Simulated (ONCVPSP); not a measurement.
**Pseudopotential generation for K: ONCV, PW91, fully relativistic.**

* Element: K
* Generator: ONCVPSP 4.0.1
* Type: optimised norm-conserving Vanderbilt (ONCV)
* Functional: PW91
* Relativity: fully relativistic
* Frozen core: [Ar]
* Valence charge: 1
* Reference configuration: 4s0.75 4p0.25
* Partial waves: 4s: rc 3.70 bohr, ncon 4, nbas 7, qcut 2.2 1/bohr, 2 projectors, debl 3.9 Ha; 4p: rc 4.00 bohr, ncon 4, nbas 7, qcut 1.9 1/bohr, 3 projectors, debl 1.6 Ha; d scattering state at 0.11 Ha: rc 3.65 bohr, ncon 4, nbas 9, qcut 2.6 1/bohr, 2 projectors, debl 1 Ha; f scattering state at 0.11 Ha: rc 3.80 bohr, ncon 4, nbas 7, qcut 3.4 1/bohr, 2 projectors, debl 3.7 Ha
* Local potential: polynomial inside 3.65 bohr (lpopt 5, dvloc0 0 Ha)
* Core correction: Teter function fitted to the true core (icmod 2), fcfact 0.45

Open shells are filled in proportion to 2j + 1.

* Cutoffs needed: 1.4 Ha and 2.3 Ha (the cutoffs (Ha) at which the residual kinetic energy of the hardest occupied pseudo-wave falls to 1 and 0.1 mHa per electron) The cutoffs count occupied waves only; projector 2 of the d channel, the hardest unoccupied one, needs 28 Ha at the loose tolerance.
* Ghost test: no bound ghost flagged; GHOST(+) flagged for s at 94.1 eV, p3/2 at 103.9 eV, p1/2 at 104.3 eV, f7/2 at 108.9 eV, f5/2 at 108.9 eV
* Largest excitation error: +13 meV (all-electron minus pseudo) for 4s0 4p1, out of 3 test configurations
* rms error of d²Exc/dni dnj: 6.86 mHa without and 5.71 mHa with the model core
